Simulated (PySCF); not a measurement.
diantimony cation (Sb2), SMILES [Sb]#[Sb] (connectivity only; charge and spin as stated), charge +1, multiplicity 2.

The structure is a stationary point at B3LYP-D3(BJ)/def2-TZVP. The spin state was assumed, not searched. The def2 effective core potentials stand for the cores of Sb; spin–orbit coupling is left out.

The numbers are results of B3LYP/def2-TZVPD run with PySCF, not measurements.

Computed frontier levels, dipole moment:
```
Item                                                               Result
------------------------------------------------  -----------------------
α spin, highest occupied and lowest empty level       -12.02 and -9.27 eV
β spin, highest occupied and lowest empty level      -11.88 and -10.56 eV
dipole moment about the centre of nuclear charge                0.000 e·Å
⟨S²⟩                                              0.751 (pure state 0.75)
```
